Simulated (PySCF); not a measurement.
A side-by-side comparison of computed properties.

First species: C₆H₉ClSi.
InChI=1S/C6H9ClSi/c1-2-3-6-4-8(7)5-6/h6,8H,4-5H2,1H3/t6-,8-

Second species: C6H9ClSi.
Z-matrix (Å and degrees, GFN2-xTB geometry), rows numbered from 1:
```
C 
C   1  1.3327
C   2  1.4362  1  123.04
C   3  1.3527  2  126.91  1  -179.08
C   4  1.4533  3  117.22  2   176.69
C   5  1.3291  4  126.38  3  -166.24
Si  4  1.8951  3  123.17  2    -3.44
Cl  7  2.0242  4  108.90  3    88.95
H   1  1.0762  2  121.98  3   179.51
H   1  1.0781  2  121.62  3    -0.51
H   2  1.0809  1  119.62  3  -178.89
H   3  1.0866  2  114.62  1    -0.96
H   5  1.0850  4  115.10  3    11.51
H   6  1.0768  5  121.19  4   178.35
H   6  1.0765  5  122.64  4    -0.38
H   7  1.4613  4  111.20  3  -151.44
H   7  1.4620  4  112.49  3   -30.55
```

Levels: wB97X-D/def2-SVPD for dipole moment, HOMO energy, LUMO energy, HOMO–LUMO gap, static isotropic polarisability and electronic spatial extent ⟨r²⟩ about the centre of nuclear charge; TDDFT wB97X-D/def2-SVPD for lowest singlet excitation; TDA wB97X-D/def2-SVPD for lowest triplet excitation (Tamm–Dancoff); GFN2-xTB for rotational constant A and rotational constant C. Geometries: GFN2-xTB. All species are isolated and taken at one optimised geometry, non-relativistic unless stated; the electronic structure was computed with PySCF and density fitting.

Dipoles, sizes and rotational constants follow the conformer. The torsions of the flexible species, by atom-mapped SMILES:
- `[CH2:1]=[CH:2]/[CH:3]=[C:4](/[CH:5]=[CH2:6])[SiH2:7][Cl:8]`: C1–C2–C3–C4 -179°, C3–C4–C5–C6 -166°, C3–C4–Si7–Cl8 89°

```tsv
property	column X	column Y
dipole moment	1.80 D	1.63 D
HOMO energy	-8.23 eV	-9.04 eV
LUMO energy	-0.18 eV	2.00 eV
HOMO–LUMO gap	8.05 eV	11.04 eV
lowest singlet excitation	4.75 eV	6.53 eV
lowest triplet excitation (Tamm–Dancoff)	2.58 eV	5.57 eV
static isotropic polarisability	124.7 au	106.8 au
electronic spatial extent ⟨r²⟩ about the centre of nuclear charge	1688 bohr²	2066 bohr²
rotational constant A	1.562 GHz	5.244 GHz
rotational constant C	0.689 GHz	0.538 GHz
```

Task: Which column belongs to which species?

Result: Column X is the second species and column Y the first. The first has 17 atoms and 76 electrons, the second 17 and 76.

Task: How does each property change from the first species to the second?

Result: dipole moment +0.17 D; HOMO energy +0.81 eV; LUMO energy -2.18 eV; HOMO–LUMO gap -2.99 eV; lowest singlet excitation -1.78 eV; lowest triplet excitation (Tamm–Dancoff) -2.99 eV; static isotropic polarisability +17.9 au; electronic spatial extent ⟨r²⟩ about the centre of nuclear charge -378 bohr²; rotational constant A -3.682 GHz; rotational constant C +0.151 GHz.

On the first: The principal polarisabilities are 86.0, 88.5 and 145.9 au; their mean is the isotropic value. No computed singlet falls in the visible range (750 to 380 nm, 1.65 to 3.26 eV); S1 lies 3.27 eV above its blue end.

On the second: S1 lies 3.30 eV below the HOMO–LUMO gap; its leading configuration is HOMO→LUMO, weight 0.97. The vertical singlet–triplet gap S1 − T1 is 2.17 eV (TDDFT singlet less Tamm–Dancoff triplet; S1: HOMO→LUMO, weight 0.97; T1: HOMO→LUMO, weight 0.93).
